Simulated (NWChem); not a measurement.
System: C$_{3}$H$_{6}$OSi; SMILES C#CC[SiH2]O

Parts of the log:

```
             Northwest Computational Chemistry Package (NWChem) 7.3.0
             --------------------------------------------------------

                             Geometry "geometry" -> ""
                             -------------------------

 Output coordinates in angstroms (scale by  1.889725989 to convert to a.u.)

  No.       Tag          Charge          X              Y              Z
 ---- ---------------- ---------- -------------- -------------- --------------
    1 C                    6.0000     0.77856100    -2.32448600     0.16490200
    2 C                    6.0000    -0.12337800    -1.53856900    -0.10345100
    3 C                    6.0000    -1.09063900    -0.49296600    -0.38812300
    4 Si                  14.0000    -0.33821400     1.15688900     0.23806100
    5 O                    8.0000     1.26154500     1.23292400    -0.26190300
    6 H                    1.0000     1.52922600    -3.06841800     0.39095200
    7 H                    1.0000    -2.06424300    -0.68651800     0.11241200
    8 H                    1.0000    -1.28643700    -0.41812500    -1.47984000
    9 H                    1.0000    -1.04477900     2.32997200    -0.37225100
   10 H                    1.0000    -0.48809700     1.18128500     1.73670500
   11 H                    1.0000     1.71019500     0.37063400    -0.15783700

 Effective nuclear repulsion energy (a.u.)     205.2749094070

                                 NWChem DFT Module
                                 -----------------

 Summary of "ao basis" -> "ao basis" (spherical)
 ------------------------------------------------------------------------------
       Tag                 Description            Shells   Functions and Types
 ---------------- ------------------------------  ------  ---------------------
 C                           6-31g*                  6       14   3s2p1d
 Si                          6-31g*                  8       18   4s3p1d
 O                           6-31g*                  6       14   3s2p1d
 H                           6-31g*                  2        2   2s

 in cosmo_initialize ...
 calling solv_data for solv:h2o

 solvent parameters
 solvname_short: h2o
 solvname_long:  water
 dielec:       78.4000
 dielecinf:     1.7769
 aqueous SMD model solvent descriptors
 dielec:       78.4000
 sola:          0.8200

          ---------------
          -cosmo- solvent
          ---------------
 Cosmo: York-Karplus, doi: 10.1021/jp992097l
 dielectric constant -eps-     =  78.40
 screen = (eps-1)/(eps    )    =   0.98724
 surface charge correction     = lagrangian

   van der Waals surface
 --------------------------

 ---------- ATOMIC COORDINATES (A.U.) ------------ VDWR(ANG.) --
     1    1.47126696   -4.39264160    0.31161959     1.850
     2   -0.23315061   -2.90747382   -0.19549404     1.850
     3   -2.06100886   -0.93157066   -0.73344612     1.850
     4   -0.63913179    2.18620321    0.44987006     2.470
     5    2.38397437    2.32988852   -0.49492491     1.520
     6    2.88981811   -5.79846924    0.73879215     1.200
     7   -3.90085364   -1.29733091    0.21242788     1.200
     8   -2.43101343   -0.79014168   -2.79649211     1.200
     9   -1.97434603    4.40300864   -0.70345239     1.200
    10   -0.92236959    2.23230496    3.28189657     1.200
    11    3.23179994    0.70039670   -0.29826868     1.200
 number of segments per atom =        128
 number of   points per atom =        128
 atom (   nspa,  nppa )
 ----------------------
    1 (     81,     0 )       0
    2 (     42,     0 )       0
    3 (     28,     0 )       0
    4 (     81,     0 )       0
    5 (     46,     0 )       0
    6 (     55,     0 )       0
    7 (     53,     0 )       0
    8 (     49,     0 )       0
    9 (     35,     0 )       0
   10 (     34,     0 )       0
   11 (     56,     0 )       0
 number of -cosmo- surface points =      560
 molecular surface =    124.710 angstrom**2
 molecular volume  =    109.818 angstrom**3
 -lineq- algorithm             =   0
 -bem- low  level              =   3
 -bem- from -octahedral-
 gaussian surface charge width =   4.50000
 degree of switching           =   1.00000
 switching function tolerance  =   0.00010
 atomic radii =
 --------------
    1  6.000  1.850
    2  6.000  1.850
    3  6.000  1.850
    4 14.000  2.470
    5  8.000  1.520
    6  1.000  1.200
    7  1.000  1.200
    8  1.000  1.200
    9  1.000  1.200
   10  1.000  1.200
   11  1.000  1.200
 ...... end of -cosmo- initialization ......

 nat:                    11
 ixmem:                  6636
 calling mnsol_interface()
 G(SMD-CDS) energy (kcal/mol)  =     4.477
 SMD-CDS SASA (angstrom**2)    =   154.765

            General Information
            -------------------
          SCF calculation type: DFT
          Wavefunction type:  closed shell.
          No. of atoms     :    11
          No. of electrons :    46
           Alpha electrons :    23
            Beta electrons :    23
          Charge           :     0
          Spin multiplicity:     1
          Use of symmetry is: off; symmetry adaption is: off
          Maximum number of iterations: 150
          AO basis - number of functions:    86
                     number of shells:    44
          Convergence on energy requested:  1.00D-06
          Convergence on density requested:  1.00D-05
          Convergence on gradient requested:  5.00D-04

              XC Information
              --------------
                       M06-2X Method XC Functional
                     Hartree-Fock (Exact) Exchange  0.540
                        M06-2X Exchange Functional  1.000
                      M06-2X Correlation Potential  1.000

             Grid Information
             ----------------
          Grid used for XC integration:  medium
          Radial quadrature: Mura-Knowles
          Angular quadrature: Lebedev.
          Tag              B.-S. Rad. Rad. Pts. Rad. Cut. Ang. Pts.
          ---              ---------- --------- --------- ---------
          C                   0.70       49          12.0       434
          Si                  1.10       88          11.0       590
          O                   0.60       49          11.0       434
          H                   0.35       45          13.0       434
          Grid pruning is: on
          Number of quadrature shells:   554
          Spatial weights used:  Erf1

      Superposition of Atomic Density Guess
      -------------------------------------

 Sum of atomic energies:        -479.54181743

      Non-variational initial energy
      ------------------------------

 Total energy =    -481.802586
 1-e energy   =   -1065.746955
 2-e energy   =     378.669460
 HOMO         =      -0.285261
 LUMO         =       0.050664

   convergence    iter        energy       DeltaE   RMS-Dens  Diis-err
 ---------------- ----- ----------------- --------- --------- ---------
     COSMO gas phase
 d= 0,ls=0.0,diis     1   -482.3992732810 -6.88D+02  1.27D-02  6.02D-01
 d= 0,ls=0.0,diis     2   -482.4158684288 -1.66D-02  5.97D-03  6.11D-01
 d= 0,ls=0.0,diis     3   -482.4733362335 -5.75D-02  1.51D-03  2.31D-02
 d= 0,ls=0.0,diis     4   -482.4750734055 -1.74D-03  6.07D-04  6.92D-03
 d= 0,ls=0.0,diis     5   -482.4758960451 -8.23D-04  1.38D-04  2.27D-04
  Resetting Diis
 d= 0,ls=0.0,diis     6   -482.4759246046 -2.86D-05  3.49D-05  1.05D-05
 d= 0,ls=0.0,diis     7   -482.4759260989 -1.49D-06  1.18D-05  6.25D-07
 d= 0,ls=0.0,diis     8   -482.4759261344 -3.55D-08  5.21D-06  4.49D-07

   convergence    iter        energy       DeltaE   RMS-Dens  Diis-err
 ---------------- ----- ----------------- --------- --------- ---------
     COSMO solvation phase
 d= 0,ls=0.0,diis     1   -482.4808514584 -4.93D-03  1.91D-03  5.42D-03
 d= 0,ls=0.0,diis     2   -482.4822242433 -1.37D-03  4.16D-04  1.45D-03
 d= 0,ls=0.0,diis     3   -482.4823507529 -1.27D-04  1.98D-04  4.50D-04
 d= 0,ls=0.0,diis     4   -482.4824021155 -5.14D-05  5.59D-05  2.14D-05
 d= 0,ls=0.0,diis     5   -482.4824048084 -2.69D-06  1.50D-05  1.17D-06
 d= 0,ls=0.0,diis     6   -482.4824050039 -1.96D-07  4.06D-06  8.59D-08

         Total DFT energy =     -482.482405003921
      One electron energy =    -1070.221312224944
           Coulomb energy =      430.155606062037
    Exchange-Corr. energy =      -47.892853767284
 Nuclear repulsion energy =      205.274909406983

             COSMO energy =        0.201245519288

 Numeric. integr. density =       46.000000452169

                                COSMO-SMD solvation results
                                ---------------------------

             internal energy in gas <Psi(g)|H|Psi(g)> =      -482.475926134369
         internal energy in solvent <Psi(s)|H|Psi(s)> =      -482.474141867910
                               delta internal energy  =         0.001784266460 (    1.12 kcal/mol)
   total free energy in solvent <Psi(s)|H+V/2|Psi(s)> =      -482.489539815048
 polarization energy contribution <Psi(s)|V/2|Psi(s)> =        -0.015397947138 (   -9.66 kcal/mol)
    total free energy in solvent including G(SMD-CDS) =      -482.482405003921
                       G(SMD-CDS) energy contribution =         0.007134811127 (    4.48 kcal/mol)
     1 M fixed-concentration free energy of solvation =        -0.006478869551 (   -4.07 kcal/mol)

                       DFT Final Molecular Orbital Analysis
                       ------------------------------------

 Vector   21  Occ=2.000000D+00  E=-3.747984D-01
              MO Center=  7.4D-02,  1.1D+00,  4.1D-01, r^2= 3.2D+00
   Bfn.  Coefficient  Atom+Function         Bfn.  Coefficient  Atom+Function
  ----- ------------  ---------------      ----- ------------  ---------------
    65      0.372602   5 O  pz               84     -0.327258  10 H  s
    69      0.306918   5 O  pz               51     -0.247938   4 Si pz
    82      0.223110   9 H  s                83     -0.223338  10 H  s
    81      0.150420   9 H  s                22      0.117731   2 C  py
    47      0.098076   4 Si pz               36      0.093257   3 C  py

 Vector   22  Occ=2.000000D+00  E=-3.318352D-01
              MO Center=  1.7D-01, -1.8D+00, -2.0D-02, r^2= 2.0D+00
   Bfn.  Coefficient  Atom+Function         Bfn.  Coefficient  Atom+Function
  ----- ------------  ---------------      ----- ------------  ---------------
     5      0.350514   1 C  pz               19      0.328520   2 C  pz
     9      0.231761   1 C  pz               23      0.214297   2 C  pz
     3     -0.179990   1 C  px               17     -0.167561   2 C  px
     7     -0.131886   1 C  px               21     -0.126404   2 C  px
    33     -0.123385   3 C  pz               78     -0.108587   7 H  s

 Vector   23  Occ=2.000000D+00  E=-3.137351D-01
              MO Center=  4.9D-02, -1.3D+00,  5.4D-04, r^2= 3.2D+00
   Bfn.  Coefficient  Atom+Function         Bfn.  Coefficient  Atom+Function
  ----- ------------  ---------------      ----- ------------  ---------------
     4      0.267130   1 C  py               18      0.231019   2 C  py
     3      0.201909   1 C  px               50      0.196972   4 Si py
    32     -0.195616   3 C  py                7      0.175912   1 C  px
     5      0.165271   1 C  pz               36     -0.164523   3 C  py
     8      0.161076   1 C  py               21      0.152153   2 C  px

 Vector   24  Occ=0.000000D+00  E= 5.612060D-02
              MO Center= -2.0D-01,  8.4D-01,  3.0D-01, r^2= 5.4D+00
   Bfn.  Coefficient  Atom+Function         Bfn.  Coefficient  Atom+Function
  ----- ------------  ---------------      ----- ------------  ---------------
    53      1.028230   4 Si px               66     -0.618729   5 O  s
    49      0.288416   4 Si px               54      0.266310   4 Si py
    82      0.201188   9 H  s                 7     -0.195527   1 C  px
    22      0.192016   2 C  py               78      0.184620   7 H  s
    20     -0.175267   2 C  s                34      0.168452   3 C  s

 Vector   25  Occ=0.000000D+00  E= 8.005813D-02
              MO Center= -6.4D-02, -5.8D-01,  6.2D-02, r^2= 5.7D+00
   Bfn.  Coefficient  Atom+Function         Bfn.  Coefficient  Atom+Function
  ----- ------------  ---------------      ----- ------------  ---------------
    54      0.785541   4 Si py               34      0.474210   3 C  s
    55      0.415798   4 Si pz               21      0.370186   2 C  px
    78      0.340763   7 H  s                22      0.333615   2 C  py
    52     -0.328875   4 Si s                 7     -0.326844   1 C  px
    53     -0.301172   4 Si px               80     -0.302033   8 H  s

 Vector   26  Occ=0.000000D+00  E= 8.864753D-02
              MO Center=  1.1D-01, -1.0D+00, -1.2D-01, r^2= 4.6D+00
   Bfn.  Coefficient  Atom+Function         Bfn.  Coefficient  Atom+Function
  ----- ------------  ---------------      ----- ------------  ---------------
     9      0.514417   1 C  pz               23     -0.492677   2 C  pz
    80     -0.472424   8 H  s                66     -0.401364   5 O  s
    53      0.336091   4 Si px               19     -0.310596   2 C  pz
     5      0.294512   1 C  pz               22     -0.277908   2 C  py
     8      0.271054   1 C  py               48      0.265552   4 Si s

     Multipole analysis of the density
     ---------------------------------

     L   x y z        total         alpha         beta         nuclear
     -   - - -        -----         -----         ----         -------
     0   0 0 0     -0.000000    -23.000000    -23.000000     46.000000

     1   1 0 0     -0.391517     -1.235574     -1.235574      2.079630
     1   0 1 0     -0.609202      0.042596      0.042596     -0.694395
     1   0 0 1      0.083460      0.506849      0.506849     -0.930238

     2   2 0 0    -24.719730    -79.688292    -79.688292    134.656855
     2   1 1 0     -4.627288      5.976118      5.976118    -16.579523
     2   1 0 1      1.344070     -1.394024     -1.394024      4.132118
     2   0 2 0    -29.714143   -186.271501   -186.271501    342.828859
     2   0 1 1      0.068298     -2.721452     -2.721452      5.511202
     2   0 0 2    -28.731791    -28.665165    -28.665165     28.598538
```

Level: M06-2X/6-31G* (spherical d), SMD on the gas-phase geometry. All runs use the structure optimised with PBE-D3(BJ)/def2-SVP. Solvent: water.

Task: Which NWChem input produces such a log?

Result: Several could match; the one computed here: the input that was run:
```
start job
memory heap 200 mb stack 900 mb global 1100 mb
geometry units angstroms noautosym nocenter noautoz
  C      0.778561    -2.324486     0.164902
  C     -0.123378    -1.538569    -0.103451
  C     -1.090639    -0.492966    -0.388123
  Si    -0.338214     1.156889     0.238061
  O      1.261545     1.232924    -0.261903
  H      1.529226    -3.068418     0.390952
  H     -2.064243    -0.686518     0.112412
  H     -1.286437    -0.418125    -1.479840
  H     -1.044779     2.329972    -0.372251
  H     -0.488097     1.181285     1.736705
  H      1.710195     0.370634    -0.157837
end
basis spherical
  * library 6-31g*
end
dft
  xc m06-2x
  iterations 150
end
cosmo
  do_cosmo_smd true
  solvent water
end
task dft energy
```
